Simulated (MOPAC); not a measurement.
MOPAC input (MNDO):

```
MNDO 1SCF GEO-OK AUX(PRECISION=9) THREADS=1
C3H6O2

C    -2.16335200 1    0.35232400 1   -0.16745100 1
C    -0.83891500 1   -0.25572900 1    0.22672200 1
O     0.20763300 1    0.52697500 1   -0.40079100 1
C     1.46238500 1    0.13431000 1   -0.16368500 1
O     1.79441200 1   -0.79772100 1    0.51464300 1
H    -2.29552200 1    0.33182300 1   -1.24973500 1
H    -2.97707000 1   -0.21379700 1    0.28890100 1
H    -2.23354800 1    1.38701300 1    0.16977300 1
H    -0.68235600 1   -0.23859600 1    1.30595300 1
H    -0.74407800 1   -1.28948900 1   -0.10777600 1
H     2.15550200 1    0.80358400 1   -0.69145000 1
```

Output:

```
 *******************************************************************************
 **                                                                           **
 **                              MOPAC v23.2.5                                **
 **                                                                           **
 *******************************************************************************
 ** MOPAC's Digital Object Identifier: https://doi.org/10.5281/zenodo.6511958 **
 **                                                                           **
 ** Please cite the open-source release paper for use of this MOPAC version:  **
 ** J. E. Moussa and J. J. P. Stewart (2026)                                  **
 ** MOPAC: An open-source semiempirical molecular orbital program             **
 ** J. Open Source Softw., 11(119), 8025, https://doi.org/10.21105/joss.08025 **
 *******************************************************************************

                              MNDO CALCULATION RESULTS

 *******************************************************************************
 *  MNDO       - The MNDO Hamiltonian to be used
 *  GEO-OK     - OVERRIDE INTERATOMIC DISTANCE AND OTHER SAFETY CHECKS
 *  1SCF       - DO 1 SCF AND THEN STOP
 *  AUX        - OUTPUT AUXILIARY INFORMATION
 *******************************************************************************
MNDO 1SCF GEO-OK AUX(PRECISION=9) THREADS=1
 C3H6O2

   ATOM   CHEMICAL          X               Y               Z
  NUMBER   SYMBOL      (ANGSTROMS)     (ANGSTROMS)     (ANGSTROMS)

     1       C         -2.16335200  *   0.35232400  *  -0.16745100  *
     2       C         -0.83891500  *  -0.25572900  *   0.22672200  *
     3       O          0.20763300  *   0.52697500  *  -0.40079100  *
     4       C          1.46238500  *   0.13431000  *  -0.16368500  *
     5       O          1.79441200  *  -0.79772100  *   0.51464300  *
     6       H         -2.29552200  *   0.33182300  *  -1.24973500  *
     7       H         -2.97707000  *  -0.21379700  *   0.28890100  *
     8       H         -2.23354800  *   1.38701300  *   0.16977300  *
     9       H         -0.68235600  *  -0.23859600  *   1.30595300  *
    10       H         -0.74407800  *  -1.28948900  *  -0.10777600  *
    11       H          2.15550200  *   0.80358400  *  -0.69145000  *

          CARTESIAN COORDINATES

    NO.       ATOM           X           Y           Z

     1         C         -2.1634      0.3523     -0.1675
     2         C         -0.8389     -0.2557      0.2267
     3         O          0.2076      0.5270     -0.4008
     4         C          1.4624      0.1343     -0.1637
     5         O          1.7944     -0.7977      0.5146
     6         H         -2.2955      0.3318     -1.2497
     7         H         -2.9771     -0.2138      0.2889
     8         H         -2.2335      1.3870      0.1698
     9         H         -0.6824     -0.2386      1.3060
    10         H         -0.7441     -1.2895     -0.1078
    11         H          2.1555      0.8036     -0.6915

  H: (MNDO): M.J.S. DEWAR, W. THIEL, J. AM. CHEM. SOC., 99, 4899, (1977)
  C: (MNDO): M.J.S. DEWAR, W. THIEL, J. AM. CHEM. SOC., 99, 4899, (1977)
  O: (MNDO): M.J.S. DEWAR, W. THIEL, J. AM. CHEM. SOC., 99, 4899, (1977)

           Empirical Formula: C3 H6 O2  =    11 atoms

      MOLECULAR POINT GROUP   :   Cs

      RHF CALCULATION, NO. OF DOUBLY OCCUPIED LEVELS = 15

 -------------------------------------------------------------------------------
 MNDO 1SCF GEO-OK AUX(PRECISION=9) THREADS=1
 C3H6O2

     1SCF WAS SPECIFIED, SO BFGS WAS NOT USED
     SCF FIELD WAS ACHIEVED

                              MNDO CALCULATION
                                                       MOPAC v23.2.5 Linux

          FINAL HEAT OF FORMATION =        -84.27733 KCAL/MOL =    -352.61635 KJ/MOL

          COSMO AREA              =        112.16 SQUARE ANGSTROMS
          COSMO VOLUME            =         95.51 CUBIC ANGSTROMS

          IONIZATION POTENTIAL    =         11.568177 EV
          HOMO LUMO ENERGIES (EV) =        -11.568  1.233
          NO. OF FILLED LEVELS    =         15
          MOLECULAR WEIGHT        =         74.0792         POINT GROUP:  Cs

          MOLECULAR DIMENSIONS (Angstroms)

            Atom       Atom       Distance
            H    11    H     7     5.32348
            O     5    H     8     3.08863
            H     9    H     6     2.35720

          SCF CALCULATIONS        =          1

   ATOM   CHEMICAL          X               Y               Z
  NUMBER   SYMBOL      (ANGSTROMS)     (ANGSTROMS)     (ANGSTROMS)

     1       C         -2.16335200  *   0.35232400  *  -0.16745100  *
     2       C         -0.83891500  *  -0.25572900  *   0.22672200  *
     3       O          0.20763300  *   0.52697500  *  -0.40079100  *
     4       C          1.46238500  *   0.13431000  *  -0.16368500  *
     5       O          1.79441200  *  -0.79772100  *   0.51464300  *
     6       H         -2.29552200  *   0.33182300  *  -1.24973500  *
     7       H         -2.97707000  *  -0.21379700  *   0.28890100  *
     8       H         -2.23354800  *   1.38701300  *   0.16977300  *
     9       H         -0.68235600  *  -0.23859600  *   1.30595300  *
    10       H         -0.74407800  *  -1.28948900  *  -0.10777600  *
    11       H          2.15550200  *   0.80358400  *  -0.69145000  *

                             CARTESIAN COORDINATES

   1    C       -2.163352000     0.352324000    -0.167451000
   2    C       -0.838915000    -0.255729000     0.226722000
   3    O        0.207633000     0.526975000    -0.400791000
   4    C        1.462385000     0.134310000    -0.163685000
   5    O        1.794412000    -0.797721000     0.514643000
   6    H       -2.295522000     0.331823000    -1.249735000
   7    H       -2.977070000    -0.213797000     0.288901000
   8    H       -2.233548000     1.387013000     0.169773000
   9    H       -0.682356000    -0.238596000     1.305953000
  10    H       -0.744078000    -1.289489000    -0.107776000
  11    H        2.155502000     0.803584000    -0.691450000

           Empirical Formula: C3 H6 O2  =    11 atoms

      MOLECULAR POINT GROUP   :   Cs

                  EIGENVALUES
 -45.80880 -40.89036 -34.46479 -25.74500 -22.77418 -18.60832 -17.42508 -17.06133
 -15.04094 -14.68108 -14.21298 -13.42320 -13.25839 -11.91967 -11.56818   1.23261
   2.65649   3.35721   3.74312   3.86335   4.34980   4.36952   4.77543   5.43372
   5.73158   7.65043

              NET ATOMIC CHARGES AND DIPOLE CONTRIBUTIONS

  ATOM NO.   TYPE          CHARGE      No. of ELECS.   s-Pop       p-Pop
    1          C           0.020845        3.9792     1.20924     2.76992
    2          C           0.153609        3.8464     1.22012     2.62628
    3          O          -0.317930        6.3179     1.82903     4.48890
    4          C           0.369064        3.6309     1.21691     2.41403
    5          O          -0.355496        6.3555     1.88028     4.47521
    6          H           0.010336        0.9897     0.98966
    7          H           0.003207        0.9968     0.99679
    8          H           0.010335        0.9897     0.98966
    9          H           0.015425        0.9846     0.98458
   10          H           0.015425        0.9846     0.98458
   11          H           0.075182        0.9248     0.92482
 DIPOLE           X         Y         Z       TOTAL
 POINT-CHG.    -1.222     0.901    -0.616     1.639
 HYBRID        -0.012     0.008    -0.005     0.015
 SUM           -1.234     0.909    -0.622     1.654

          ATOMIC ORBITAL ELECTRON POPULATIONS

     Atom    s        px        py        pz
    1  C   1.20924   0.90457   0.93060   0.93475
    2  C   1.22012   0.84876   0.87927   0.89825
    3  O   1.82903   1.16168   1.61149   1.71573
    4  C   1.21691   0.81133   0.81946   0.78323
    5  O   1.88028   1.81571   1.30265   1.35685
    6  H   0.98966
    7  H   0.99679
    8  H   0.98966
    9  H   0.98458
   10  H   0.98458
   11  H   0.92482

 **********************
 *                    *
 * JOB ENDED NORMALLY *
 *                    *
 **********************

 == MOPAC DONE ==
```

The geometry given is a B3LYP-D3(BJ)/def2-TZVP minimum.
